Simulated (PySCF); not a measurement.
# Ions at one geometry of Pb(OH)2

PySCF 2.14.0, RKS PBE0, Pb def2-SVP with ECP60, O def2-SVP, H def2-SVP; non-relativistic Hamiltonian with scalar-relativistic core potentials where named; density fitting; no spin-orbit coupling; singlets restricted, open shells unrestricted. The geometry is relaxed for charge 0, singlet, vacuum:

```xyz
5

Pb    0.0000    0.0000   -0.4229
O     1.5008   -0.0395    1.0487
H     2.3842   -0.0643    0.6607
O    -1.5008    0.0395    1.0487
H    -2.3842    0.0643    0.6607
```

Energies count from the relaxed state; an electron taken off or put on is at rest in vacuum. Charges and spins are Mulliken's.

```json
{"state": "charge 0, singlet, vacuum", "energy (eV)": "0.00", "spin squared": "0.00", "charge on Pb1 (e)": "0.70", "spin on Pb1 (e)": "0.00", "dipole about the centre of mass (D)": "4.57"}
{"state": "charge -1, doublet, vacuum", "energy (eV)": "0.10", "spin squared": "0.75", "charge on Pb1 (e)": "-0.06", "spin on Pb1 (e)": "0.91", "dipole about the centre of mass (D)": "4.08"}
```

Task: What does the state charge +1, doublet, vacuum give?

Result: energy (eV) 9.20, spin squared 0.78, charge on Pb1 (e) 1.16, spin on Pb1 (e) 0.11, dipole about the centre of mass (D) 2.93.

With an electron taken off (doublet) the charges change, summed by element, by Pb +0.46 e, O +0.40 e, H +0.14 e. The vertical ionisation energy is 9.20 eV, against −ε(HOMO) = 7.03 eV of the relaxed state. The level lies 2.2 eV too high, as is usual for semilocal functionals and global hybrids, which keep a self-interaction error.

With an electron put on (doublet) the charges change, summed by element, by Pb -0.76 e, O -0.13 e, H -0.11 e. The vertical electron affinity is -0.10 eV, against −ε(LUMO) = 1.86 eV of the relaxed state. The basis has no diffuse functions, which an added electron needs. The added electron's level lies above zero.

Open shells may have lower solutions than those found.
